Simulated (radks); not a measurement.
The numbers below are computed, except where a source is named.
All-electron atom: the lanthanum ion La11+ in [Kr] 4d10. Level of theory: scalar-relativistic Kohn-Sham, SCAN, spin-polarised, spherical densities, finite nucleus; meta-GGA in the generalised Kohn-Sham scheme; Fermi nuclear charge, rms radius 4.855 fm (a radial shooting solver on a logarithmic mesh with Libxc functionals).

X-ray form factor f0, the Fourier transform of the density (f0(0) = 46):

sin(theta)/lambda (1/angstrom),f0 (electrons)
0.05,45.777
0.1,45.121
0.15,44.064
0.2,42.660
0.25,40.975
0.3,39.084
0.4,34.990
0.5,30.927
0.6,27.282
0.8,21.823
1,18.468
1.25,15.744
1.5,13.485
2,9.500
